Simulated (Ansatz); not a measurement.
The same ligand exchange along the group F, Cl, Br.

Computed with Ansatz on PBE0-D4/def2-TZVP structures; ΔE is electronic, products minus reactants. CCSD(T)/CBS is the MP2 limit (def2-TZVPP, def2-QZVPP) plus CCSD(T) − MP2 in def2-TZVPP, frozen cores. This one scheme is used for every species. Functionals use def2-TZVPP. For Br outer-core shells are correlated without core-valence functions, which leaves a few kJ/mol of doubt a bond. Scalar relativity is left out up to krypton. One conformer a species, not always the lowest.

| reaction | CCSD(T)/CBS(def2) (eV) |
| --- | --- |
| `CB(N)F` + CH₃OH → `COB(C)N` + H–F | 0.20 |
| `CB(N)Cl` + CH₃OH → `COB(C)N` + HCl | ? |
| `CB(N)Br` + CH₃OH → `COB(C)N` + HBr | -0.28 |

(1) Fill in the missing values. (Estimate.)

Largest T1 diagnostic: 0.011, for `COB(C)N`.

## Answers

(1) Computed: `CB(N)Cl` + CH₃OH → `COB(C)N` + HCl: -0.23 eV.
